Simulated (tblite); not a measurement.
Compound: C6H7P3.
Bonds: C1–P2 (aromatic), P2–C3 (aromatic), C3–P4 (aromatic), P4–C5 (aromatic), C5–C6, C6–C7, C7–C8, C5–P9 (aromatic), C1–P9 (aromatic), C6–C8. Hydrogens: H10 on C1; H11 on C3; H12 on C6; H13, H14 on C7; H15, H16 on C8.

The geometry is computed with GFN2-xTB (gas phase).

Task: Give the optimised bond lengths and angles.

Result: 
| bond | length (Å) | order |
| --- | --- | --- |
| C1–P2, P2–C3 | 1.729 | aromatic |
| P4–C5, C5–P9 | 1.748 | aromatic |
| C5–C6 | 1.482 | single |
| C6–C7, C6–C8 | 1.508 | single |
| C7–C8 | 1.489 | single |
| C1–P9, C3–P4 | 1.726 | aromatic |
| C1–H10, C3–H11 | 1.089 | single |
| C6–H12 | 1.086 | single |
| C7–H13, C8–H15 | 1.080 | single |
| C7–H14, C8–H16 | 1.082 | single |

Bonds in one row agree within 0.01 Å and their mean is given. Orders are formal, as drawn. A selection of angles:
| angle | degrees |
| --- | --- |
| P2–C1–P9 | 135.5 |
| C1–P2–C3 | 104.6 |
| C3–P4–C5 | 107.1 |
| P4–C5–C6 | 112.6 |
| P4–C5–P9 | 131.4 |
| C6–C5–P9 | 115.9 |
| C5–C6–C7 | 120.4 |
| C5–C6–C8 | 120.6 |
| C7–C6–C8 | 59.2 |
| C6–C7–C8 | 60.4 |

Dihedral angles: P4–C5–C6–C7 144° (anticlinal); C5–C6–C7–C8 110° (anticlinal); C5–C6–C8–C7 -109° (anticlinal).

The 6-membered ring C1–P2–C3–P4–C5–P9 has internal angles of 104.6° to 135.5° (sum 720°, against 720° for a flat polygon); it is planar, 0.00 Å rms from its mean plane, widest ring torsion 0°. The 6 C–P bonds span 1.726 Å (C1–P9, aromatic) to 1.749 Å (C5–P9, aromatic), a spread of 0.023 Å. The 3-membered ring C6–C7–C8 has internal angles of 59.2° to 60.4°. The 4 C–C bonds span 1.482 Å (C5–C6, drawn single) to 1.508 Å (C6–C7, drawn single), a spread of 0.026 Å. Of the pairs four or more bonds apart, P9···H16 is among the closest relative to their van der Waals radii: 2.74 Å, 91 % of the sum of Bondi's values.

Point group: Cs (every atom within 0.08 Å of its image). Its GFN2-xTB frequencies are all real (lowest 50 cm⁻¹). One conformer, not necessarily the lowest. 2 starts were optimised and ended at 0.00 and 3.03 kcal/mol (GFN2-xTB); the lowest of these is shown.
